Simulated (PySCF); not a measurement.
C2H2BF3, SMILES F/C=C\B(F)F. Geometry optimised at PBE-D3(BJ)/def2-SVP. The structure was generated by enumeration; whether it is a known compound was not checked. Other conformers were not sampled.

Computed equilibrium geometry at PBE-D3(BJ)/def2-SVP (PySCF confirms it by a frequency run) as a Z-matrix, and its point group (one conformer of several):
point group Cs.
```
C
C 1 1.3481
F 2 1.3335 1 123.45
H 1 1.1014 2 115.04 3 180.00
H 2 1.1055 3 111.47 1 180.00
B 1 1.5478 4 119.50 2 180.00
F 6 1.3323 1 123.21 4 180.00
F 6 1.3361 7 116.65 1 180.00
```
Charge 0, spin multiplicity 1.
